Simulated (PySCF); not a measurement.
# ECD: `InChI=1S/C7H10O/c1-2-3-6-4-5-7(6)8/h6-8H,4-5H2,1H3/t6-,7+/m1/s1`

Molfile (atoms numbered from 1):
```
C7H10O
     RDKit          3D

 18 18  0  0  0  0  0  0  0  0999 V2000
    3.0566   -0.2957   -1.2231 C   0  0  0  0  0  0  0  0  0  0  0  0
    1.8688   -0.0719   -0.4279 C   0  0  0  0  0  0  0  0  0  0  0  0
    0.9124    0.1062    0.2748 C   0  0  0  0  0  0  0  0  0  0  0  0
   -0.2978    0.3458    1.0248 C   0  0  2  0  0  0  0  0  0  0  0  0
   -1.1903   -0.9077    1.1709 C   0  0  0  0  0  0  0  0  0  0  0  0
   -2.0957   -0.3887    0.0457 C   0  0  0  0  0  0  0  0  0  0  0  0
   -1.4195    0.9947    0.1569 C   0  0  2  0  0  0  0  0  0  0  0  0
   -1.0550    1.6505   -1.0158 O   0  0  0  0  0  0  0  0  0  0  0  0
    3.9271   -0.3925   -0.5748 H   0  0  0  0  0  0  0  0  0  0  0  0
    3.2143    0.5436   -1.9004 H   0  0  0  0  0  0  0  0  0  0  0  0
    2.9500   -1.2084   -1.8094 H   0  0  0  0  0  0  0  0  0  0  0  0
   -0.0596    0.8729    1.9508 H   0  0  0  0  0  0  0  0  0  0  0  0
   -0.6932   -1.8574    0.9850 H   0  0  0  0  0  0  0  0  0  0  0  0
   -1.6921   -0.9475    2.1352 H   0  0  0  0  0  0  0  0  0  0  0  0
   -3.1675   -0.4160    0.2260 H   0  0  0  0  0  0  0  0  0  0  0  0
   -1.8824   -0.8585   -0.9132 H   0  0  0  0  0  0  0  0  0  0  0  0
   -2.0178    1.7087    0.7267 H   0  0  0  0  0  0  0  0  0  0  0  0
   -0.3669    1.1283   -1.4504 H   0  0  0  0  0  0  0  0  0  0  0  0
  1  2  1  0
  2  3  3  0
  3  4  1  0
  4  5  1  0
  5  6  1  0
  6  7  1  0
  7  8  1  0
  7  4  1  0
  1  9  1  0
  1 10  1  0
  1 11  1  0
  4 12  1  1
  5 13  1  0
  5 14  1  0
  6 15  1  0
  6 16  1  0
  7 17  1  1
  8 18  1  0
M  END
```

The calculation used TDDFT PBE0/def2-SVPD circular dichroism and optical rotation, one conformer, gas phase in PySCF 2.14.0. Geometry: GFN2-xTB.

The molecule is flexible and this is one conformer; a measurement averages over conformers. States above about 7.2 eV (minus the energy of the highest occupied orbital) lie near or above the ionisation threshold and depend on the basis.

(1) What are the CIP labels of the stereocentres?

(2) Which excitations and rotatory strengths does the calculation give?

Answers

(1) C4 S, C7 S.

(2) Rotatory strengths R in 10⁻⁴⁰ esu² cm², velocity form and length form (origin at the centre of mass); f in length form.
```
state  E (eV)  λ (nm)       f  R (velocity)  R (length)                                  main
    1    6.44     193   0.001          +0.3        +0.2  HOMO−1→LUMO+1 0.29, HOMO→LUMO+2 0.28
    2    6.58     188  0.0008          -1.2        -0.9                        HOMO→LUMO 0.88
    3    6.67     186   0.012          +1.8        +1.8    HOMO−1→LUMO 0.36, HOMO→LUMO+1 0.20
    4    6.71     185   0.003          +0.7        +0.6    HOMO→LUMO+2 0.38, HOMO−1→LUMO 0.21
    5    6.76     183   0.006          +3.9        +3.9    HOMO−1→LUMO 0.39, HOMO→LUMO+1 0.26
    6    7.15     173   0.027          -5.9        -5.8  HOMO→LUMO+1 0.26, HOMO−1→LUMO+2 0.23
    7    7.36     168   0.034         +39.3       +38.1    HOMO−2→LUMO 0.63, HOMO→LUMO+3 0.09
    8    7.52     165   0.003          -0.6        -1.3  HOMO−2→LUMO+2 0.38, HOMO→LUMO+5 0.18
```

Among the states computed, the strongest CD band (largest |R|) is state 7. The largest dissymmetry factor in size, g = 4R/(D+G), with D and G the electric and magnetic dipole strengths, is -0.03 for state 2 (velocity form, f = 0.0004), among bands with |R| over 0.5. The mirror image has the same energies and oscillator strengths and all R with the opposite sign.
